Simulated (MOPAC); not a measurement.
Input for MOPAC: PM6 on HNaO (SMILES [OH][Na]), a point of a bond scan (R = 0.954 Å).

```
PM6 1SCF PRECISE CHARGE=0 THREADS=1
HNaO

Na    -0.00000000 1    -0.00000000 1    -0.91728888 1
O      0.00000000 1     0.00000000 1     1.01510457 1
H      0.00000000 1     0.00000000 1     1.96934116 1
```

Program output:

```
*******************************************************************************
 **                                                                           **
 **                              MOPAC v23.2.5                                **
 **                                                                           **
 *******************************************************************************
 ** MOPAC's Digital Object Identifier: https://doi.org/10.5281/zenodo.6511958 **
 **                                                                           **
 ** Please cite the open-source release paper for use of this MOPAC version:  **
 ** J. E. Moussa and J. J. P. Stewart (2026)                                  **
 ** MOPAC: An open-source semiempirical molecular orbital program             **
 ** J. Open Source Softw., 11(119), 8025, https://doi.org/10.21105/joss.08025 **
 *******************************************************************************

                              PM6 CALCULATION RESULTS

 *******************************************************************************
 *  PM6        - The PM6 Hamiltonian to be used
 *
 *
 *
 *                 CHARGE ON SYSTEM = 0
 *
 *
 *
 *  PRECISE    - TIGHTER CRITERIA TO BE USED
 *  1SCF       - DO 1 SCF AND THEN STOP
 *  THREADS=1  - MULTI-THREADING NOT USED
 *  T=         - A TIME OF 172800.0 SECONDS REQUESTED
 *  DUMP=N     - RESTART FILE WRITTEN EVERY 7200.0 SECONDS REQUESTED
 *******************************************************************************
PM6 1SCF PRECISE CHARGE=0 THREADS=1
 HNaO

   ATOM   CHEMICAL          X               Y               Z
  NUMBER   SYMBOL      (ANGSTROMS)     (ANGSTROMS)     (ANGSTROMS)

     1      Na         -0.00000000  *  -0.00000000  *  -0.91728888  *
     2       O          0.00000000  *   0.00000000  *   1.01510457  *
     3       H          0.00000000  *   0.00000000  *   1.96934116  *



          CARTESIAN COORDINATES

    NO.       ATOM           X           Y           Z

     1        Na         -0.0000     -0.0000     -0.9173
     2         O          0.0000      0.0000      1.0151
     3         H          0.0000      0.0000      1.9693

 General Reference for PM6:
 "Optimization of Parameters for Semiempirical Methods V: Modification of NDDO Approximations
 and Application to 70 Elements", J. J. P. Stewart, J. Mol. Mod., 13, 1173-1213 (2007)
 URL: https://link.springer.com/article/10.1007/s00894-007-0233-4

           Empirical Formula: H O Na  =     3 atoms



      MOLECULAR POINT GROUP   :   C*v


      RHF CALCULATION, NO. OF DOUBLY OCCUPIED LEVELS = 4


 -------------------------------------------------------------------------------
 PM6 1SCF PRECISE CHARGE=0 THREADS=1
 HNaO



     1SCF WAS SPECIFIED, SO BFGS WAS NOT USED
     SCF FIELD WAS ACHIEVED


                              PM6 CALCULATION
                                                       MOPAC v23.2.5 Linux




          FINAL HEAT OF FORMATION =        -45.42915 KCAL/MOL =    -190.07558 KJ/MOL


          COSMO AREA              =         97.37 SQUARE ANGSTROMS
          COSMO VOLUME            =         86.89 CUBIC ANGSTROMS

          IONIZATION POTENTIAL    =          8.609755 EV
          HOMO LUMO ENERGIES (EV) =         -8.610  0.638
          NO. OF FILLED LEVELS    =          4
          MOLECULAR WEIGHT        =         39.9971         POINT GROUP:  C*v

          MOLECULAR DIMENSIONS (Angstroms)

            Atom       Atom       Distance
            H     3   Na     1     2.88663
            H     3   Na     1     0.00000
           Na     1    O     2     0.00000


          SCF CALCULATIONS        =          1





   ATOM   CHEMICAL          X               Y               Z
  NUMBER   SYMBOL      (ANGSTROMS)     (ANGSTROMS)     (ANGSTROMS)

     1      Na         -0.00000000  *  -0.00000000  *  -0.91728888  *
     2       O          0.00000000  *   0.00000000  *   1.01510457  *
     3       H          0.00000000  *   0.00000000  *   1.96934116  *

                             CARTESIAN COORDINATES

   1   Na       -0.000000000    -0.000000000    -0.917288880
   2    O        0.000000000     0.000000000     1.015104570
   3    H        0.000000000     0.000000000     1.969341160


           Empirical Formula: H O Na  =     3 atoms



      MOLECULAR POINT GROUP   :   C*v


                  EIGENVALUES
 -23.44320 -12.81551  -8.60975  -8.60975   0.63785   5.01617   5.01617   5.27333
   8.76827


              NET ATOMIC CHARGES AND DIPOLE CONTRIBUTIONS

  ATOM NO.   TYPE          CHARGE      No. of ELECS.   s-Pop       p-Pop
    1         Na           0.728203        0.2718     0.05020     0.22160
    2          O          -1.040553        7.0406     1.70034     5.34022
    3          H           0.312351        0.6876     0.68765
 DIPOLE           X         Y         Z       TOTAL
 POINT-CHG.     0.000     0.000    -5.327     5.327
 HYBRID         0.000     0.000    -0.747     0.747
 SUM            0.000     0.000    -6.075     6.075


          ATOMIC ORBITAL ELECTRON POPULATIONS

     Atom    s        px        py        pz
    1 Na   0.05020   0.03606   0.03606   0.14949
    2  O   1.70034   1.96394   1.96394   1.41233
    3  H   0.68765

 **********************
 *                    *
 * JOB ENDED NORMALLY *
 *                    *
 **********************




 == MOPAC DONE ==
```

The run finished.

Cost: very roughly 0.020 core-seconds.
